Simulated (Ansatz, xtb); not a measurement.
# Two isomers of C5H3FN2

Structure X: `C#Cc1c[nH]c(F)n1`, a singlet. Structure Y: `C#Cc1[nH]cnc1F`, a singlet. Both are isolated molecules in the gas phase, relaxed with PBE0-D3(BJ)/def2-SVP.

X (Å):

```xyz
11

C    -3.6995   -2.7134    0.7277
C    -2.9019   -1.8717    0.3733
C    -1.9612   -0.8959   -0.0565
C    -1.1034   -0.9914   -1.1332
C    -0.8687    0.9098   -0.0884
F    -0.3732    2.0980    0.1537
N    -0.4011    0.1911   -1.1386
N    -1.7910    0.3181    0.5867
H    -4.4086   -3.4539    1.0483
H    -0.9456   -1.7775   -1.8656
H     0.3192    0.4760   -1.7892
```

Y (Å):

```yaml
atoms:
  - { symbol: C, position_ang: [-3.4349, -2.6905, 0.6752] }
  - { symbol: C, position_ang: [-2.7009, -1.8024, 0.2918] }
  - { symbol: C, position_ang: [-1.8504, -0.7705, -0.1505] }
  - { symbol: C, position_ang: [-0.1929, 0.2586, -1.1876] }
  - { symbol: C, position_ang: [-1.8379, 0.5971, 0.0845] }
  - { symbol: F, position_ang: [-2.6911, 1.2564, 0.8308] }
  - { symbol: N, position_ang: [-0.7602, -0.9497, -0.9857] }
  - { symbol: N, position_ang: [-0.8326, 1.2145, -0.5455] }
  - { symbol: H, position_ang: [-4.0893, -3.4711, 1.0168] }
  - { symbol: H, position_ang: [-0.4611, -1.8386, -1.3651] }
  - { symbol: H, position_ang: [0.6889, 0.3964, -1.8124] }
```

Quicker runs give these differences E(Y) − E(X): GFN2-xTB 0.000 eV; HF/STO-3G +0.013 eV (at GFN2-xTB geometries); r2SCAN-D4/def2-SVP −0.069 eV (at GFN2-xTB geometries).

Which of the two would you expect CCSD(T)/def2-SVP + ΔMP2/def2-TZVPP electronic energies to favour?

CCSD(T)/def2-SVP + ΔMP2/def2-TZVPP gives E(Y) − E(X) = −0.018 eV, slightly favouring structure Y, which is too small a margin to settle the true order.

The same difference at several levels:

```json
{"level": "GFN2-xTB", "geometry": "GFN2-xTB", "E(Y) − E(X) (eV)": "0.000", "departure from the last row (eV)": "+0.018", "job, with rough time for the two": "optimisation, 0.37 s"}
{"level": "HF/STO-3G", "geometry": "GFN2-xTB", "E(Y) − E(X) (eV)": "+0.013", "departure from the last row (eV)": "+0.032", "job, with rough time for the two": "single point, 1.6 s"}
{"level": "r2SCAN-D4/def2-SVP", "geometry": "GFN2-xTB", "E(Y) − E(X) (eV)": "−0.069", "departure from the last row (eV)": "−0.051", "job, with rough time for the two": "single point, 9.3 s"}
{"level": "PBE0-D3(BJ)/def2-SVP", "geometry": "PBE0-D3(BJ)/def2-SVP", "E(Y) − E(X) (eV)": "−0.055", "departure from the last row (eV)": "−0.036", "job, with rough time for the two": "optimisation, 98 s"}
{"level": "HF/def2-SVP", "geometry": "PBE0-D3(BJ)/def2-SVP", "E(Y) − E(X) (eV)": "+0.046", "departure from the last row (eV)": "+0.064", "job, with rough time for the two": "part of the CCSD(T) run"}
{"level": "MP2/def2-SVP", "geometry": "PBE0-D3(BJ)/def2-SVP", "E(Y) − E(X) (eV)": "−0.007", "departure from the last row (eV)": "+0.012", "job, with rough time for the two": "part of the CCSD(T) run"}
{"level": "CCSD(T)/def2-SVP", "geometry": "PBE0-D3(BJ)/def2-SVP", "E(Y) − E(X) (eV)": "0.000", "departure from the last row (eV)": "+0.019", "job, with rough time for the two": "single point"}
{"level": "CCSD(T)/def2-SVP + ΔMP2/def2-TZVPP", "geometry": "PBE0-D3(BJ)/def2-SVP", "E(Y) − E(X) (eV)": "−0.018", "departure from the last row (eV)": "", "job, with rough time for the two": "single point, 2.8 min"}
```

As drawn, both hold the same kinds of bond in the same numbers.

The largest departure from CCSD(T)/def2-SVP + ΔMP2/def2-TZVPP is that of HF/def2-SVP, 0.064 eV. The last row adds to CCSD(T) the change of the MP2 difference between the two basis sets, here −0.019 eV.

With thermal terms from frequencies at re-optimised GFN2-xTB minima (ideal gas, soft modes damped towards free rotors, one conformer each, 298.15 K, 1 atm): the zero-point term adds +0.006 eV; ΔH is −0.013 and ΔG −0.015 eV.

The correlated steps freeze 8 core orbitals. Run with Ansatz 0.2.0, xtb 6.7.1; the last row on 2 threads of Intel(R) Xeon(R) Processor @ 2.50GHz (Skylake/Cascade Lake) on a shared host.
